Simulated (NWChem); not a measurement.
Molecule: SiH$_{4}$O; SMILES [SiH3]O

Program: NWChem. Structure relaxed at the PBE0/def2-SVP level. Ions are spin-unrestricted doublets at the neutral geometry; other ion states weren't tried.

```csv
level,"vertical ionisation energy, ΔSCF (eV)",−ε(HOMO) (eV),ΔSCF minus −ε(HOMO) (eV)
B3LYP/def2-SVP,11.11,8.27,2.84
M06-2X/def2-SVP,11.43,10.00,1.43
BHandHLYP/def2-SVP,11.35,10.04,1.31
r2SCAN/def2-SVP,?,?,?
```

Complete the blanks.


- r2SCAN/def2-SVP, vertical ionisation energy, ΔSCF (eV): 10.98
- r2SCAN/def2-SVP, −ε(HOMO) (eV): 7.37
- r2SCAN/def2-SVP, ΔSCF minus −ε(HOMO) (eV): 3.61
